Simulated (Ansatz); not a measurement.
C₂H₆Br₂GaN (`C[N](C)[Ga]([Br])[Br]`). Charge 0, multiplicity 1.

```xyz
12

C     0.042   -1.412    0.314
N     0.003   -0.003    0.008
C     0.385    0.848    1.108
Ga   -0.481    0.636   -1.603
Br   -0.510    2.877   -1.986
Br   -1.067   -0.791   -3.274
H    -0.637   -1.656    1.143
H     1.052   -1.725    0.610
H    -0.256   -2.007   -0.551
H     0.337    1.900    0.822
H     1.410    0.632    1.438
H    -0.279    0.702    1.971
```

**Question.** List the harmonic frequencies (cm⁻¹, unscaled) at PBE0-D4/def2-TZVP in Ansatz. (Best estimate.)

**Answer.** Ansatz gave: 69, 87, 87, 104, 151, 227, 249, 266, 267, 340, 353, 591, 1019, 1094, 1119, 1160, 1240, 1313, 1443, 1468, 1471, 1480, 1497, 1517, 2991, 2995, 3033, 3041, 3124, 3125.

**Question.** Is this a minimum?

**Answer.** Yes, all 30 modes are real.

**Question.** Give the ideal-gas thermochemistry at 298.15 K and 1 bar (rigid rotor, harmonic oscillator; point group C2v, symmetry number 2).

**Answer.** Zero-point energy 220.8 kJ/mol; H(298) − E = 248.3 kJ/mol; entropy 419.4 J/(mol·K), of which translation 178.8, rotation 124.3, vibration 116.2; G(298) − E = 123.2 kJ/mol. Modes under 100 cm⁻¹ are hindered rotations or soft bends, so the harmonic entropy is rough.

**Question.** And at 400, 500, 600, 800 and 1000 K?

**Answer.** 
```json
{"T (K)": "400", "H − E (kJ/mol)": "262.3", "S (J/mol/K)": "459.8", "G − E (kJ/mol)": "78.4"}
{"T (K)": "500", "H − E (kJ/mol)": "277.9", "S (J/mol/K)": "494.4", "G − E (kJ/mol)": "30.7"}
{"T (K)": "600", "H − E (kJ/mol)": "295.0", "S (J/mol/K)": "525.5", "G − E (kJ/mol)": "-20.4"}
{"T (K)": "800", "H − E (kJ/mol)": "333.0", "S (J/mol/K)": "580.0", "G − E (kJ/mol)": "-131.1"}
{"T (K)": "1000", "H − E (kJ/mol)": "375.0", "S (J/mol/K)": "626.9", "G − E (kJ/mol)": "-251.9"}
```
